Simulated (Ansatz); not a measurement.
```yaml
crystal:
  periodic: [false, false, false]
  atoms:
    - {symbol: C, position_ang: [-2.436501, 1.466897, 0.393132]}
    - {symbol: O, position_ang: [-1.436915, 0.491259, 0.634505]}
    - {symbol: Sc, position_ang: [-0.152289, -0.754427, 0.840397]}
    - {symbol: F, position_ang: [-0.282047, -2.035391, 2.217702]}
    - {symbol: O, position_ang: [1.319793, -0.819374, -0.217477]}
    - {symbol: C, position_ang: [2.496143, -0.813883, -1.026753]}
    - {symbol: H, position_ang: [-3.150594, 1.590583, 1.251957]}
    - {symbol: h, position_ang: [-3.011115, 1.194908, -0.502014]}
    - {symbol: H, position_ang: [-1.906800, 2.453007, 0.238417]}
    - {symbol: H, position_ang: [2.178042, -0.966029, -2.070784]}
    - {symbol: H, position_ang: [3.069409, 0.094954, -0.945248]}
    - {symbol: H, position_ang: [3.159885, -1.689026, -0.785186]}
basis:
  gaussian: {orbitals: def2-TZVPP}
hamiltonian: {xc: {name: LC-wPBE}}
```

```sh
$ ansatz run in.yaml --threads 4 --pin off --events-out ev --progress --plain --max-ram 11315MiB
```

Problem. How does Ansatz answer? (An estimate is asked.)

Solution. The calculation gave: The input was rejected before any iteration.
```
Error: YAML parse error: error: line 11 column 16: `h` is not an element symbol (H … Og, case-exact)
 9 |     - {symbol: C, position_ang: [2.496143, -0.813883, -1.026753]}
10 |     - {symbol: H, position_ang: [-3.150594, 1.590583, 1.251957]}
11 |     - {symbol: h, position_ang: [-3.011115, 1.194908, -0.502014]}
12 |     - {symbol: H, position_ang: [-1.906800, 2.453007, 0.238417]}
13 |     - {symbol: H, position_ang: [2.178042, -0.966029, -2.070784]}
```
